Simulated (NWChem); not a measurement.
System: HfF₃, doublet; SMILES [F][Hf]([F])[F]

The following NWChem deck was run.

```
start job
memory heap 200 mb stack 900 mb global 1100 mb
geometry units angstroms noautoz
  Hf     0.000000     0.000000    -0.154835
  F      0.497037     1.842480    -0.155404
  F      1.347116    -1.351687    -0.155404
  F     -1.844153    -0.490793    -0.155404
end
basis spherical
  Hf library def2-svp
  F library def2-svp
end
ecp
  Hf library def2-ecp
end
dft
  odft
  mult 2
  xc xwpbe 1.00 cpbe96 1.0 hfexch 1.00
  cam 0.4 cam_alpha 0.0 cam_beta 1.0
  iterations 150
  mulliken
end
task dft energy
```

In the optimisation the excess spin sits in a (C3, its own frame). All runs use the structure optimised with PBE0/def2-SVP, spin-unrestricted. This spin state was assumed; another may lie lower. No stability test was run on the SCF state. def2 effective core potentials on Hf; no spin-orbit coupling.

### Question
Give the results of this calculation. (LC-wPBE (HJS exchange hole, range parameter 0.4 per bohr)/def2-SVP with def2 effective core potentials on Hf, spin-unrestricted.) Quantities: energy (Ha); highest occupied level (eV); lowest empty minus highest occupied level, either spin (eV); <S²>.

### Answer
```json
{
  "energy (Ha)": "-347.36",
  "highest occupied level (eV)": "-8.52",
  "lowest empty minus highest occupied level, either spin (eV)": "8.18",
  "<S²>": "0.752"
}
```
